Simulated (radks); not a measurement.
Values are calculated unless marked as measured or tabulated.
Question: The silicon anion Si4-, [Ar], held by a Watson sphere: a shell of charge +4 at radius R that stands for the Madelung well of a crystal (potential energy -4/R inside, -4/r outside, in hartree with lengths in bohr). Level of theory: non-relativistic Kohn-Sham, r2SCAN, spin-polarised, spherical densities, point nucleus; meta-GGA in the generalised Kohn-Sham scheme (a radial shooting solver on a logarithmic mesh with Libxc functionals).

R (bohr)  e(2p) (eV)  e(3s) (eV)  e(3p) (eV)  <r> 3p (bohr)  sum of <r^2> (bohr^2)  X-ray form factor at sin(theta)/lambda = 0.3 1/angstrom
1.87         -95.664     -16.588      -8.506          2.314                  49.65                                                    8.046
2.22         -94.258     -15.096      -7.829          2.497                  56.82                                                    7.983
2.49         -93.963     -14.040      -7.279          2.642                  62.88                                                    7.991
2.56         -93.942     -13.784      -7.137          2.680                  64.52                                                    7.998
3.34         -94.211     -11.428      -5.671          3.104                  84.20                                                    8.121
3.61         -94.336     -10.812      -5.235          3.252                  91.61                                                    8.155
4.05         -94.493      -9.998      -4.613          3.497                  104.4                                                    8.189
4.44         -94.583      -9.447      -4.151          3.717                  116.6                                                    8.201

Estimate the row for R = 3.19 bohr.

Answer: e(2p) (eV) -94.136; e(3s) (eV) -11.811; e(3p) (eV) -5.931; <r> 3p (bohr) 3.022; sum of <r^2> (bohr^2) 80.21; X-ray form factor at sin(theta)/lambda = 0.3 1/angstrom 8.098.
